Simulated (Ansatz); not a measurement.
# Energy profile

The step: BN₂H₄F ([NH2][B]([NH2])[F]) → BNHF ([NH][B][F]) + NH₃ (still joined by a long B–N bond); bonds formed: N2–H4; bonds broken: N3–H4; bonds weakened to dative contacts: B1–N2 (atoms numbered as in the saddle structure below).

B1  (-0.508, 0.223, -0.388)
N2  (0.981, 0.248, 0.101)
N3  (-0.985, -0.772, 0.396)
H4  (0.372, -0.625, 0.724)
F5  (-0.940, 1.061, -1.333)
H6  (1.296, 1.065, 0.610)
H7  (1.697, -0.042, -0.553)
H8  (-1.914, -1.158, 0.443)
(Å)

Electronic energies by CCSD(T) at an estimated basis limit (MP2 extrapolated from triple and quadruple zeta, plus CCSD(T) − MP2 in triple zeta), on PBE0-D4/def2-TZVP structures; BN$_{2}$H$_{4}$F, closed shell; no counterpoise correction. Program: Ansatz 0.2.0. Basis: def2-TZVPP and def2-QZVPP. Cores are frozen in the correlated methods. Extrapolation: Hartree–Fock as exp(−7.88 √X), correlation as X^−2.97.

Task: Give the profile in eV, counted from the start structure. (Judge from chemistry; the value comes from the calculation.)

Result: By the calculation:
| point | eV |
| --- | --- |
| start structure | 0.000 |
| saddle | 2.711 |
| end structure | 2.104 |
| separated: BNHF (linked as [NH][B][F]; B1, N3, F5, H8; singlet) + NH$_{3}$ (N2, H4, H6, H7; singlet) | 2.930 |

No T1 diagnostic of these runs exceeds 0.014.

For scale, one of the runs: CCSD(T)/def2-TZVPP, 180 basis functions, launched by `ansatz run in.yaml --threads 2 --pin off --events-out ev --progress --plain --max-ram 4352MiB`. The run took 17 s on 2 CPU threads of an Intel Xeon 6975P-C (shared host), with 2 GiB of host memory at its peak.
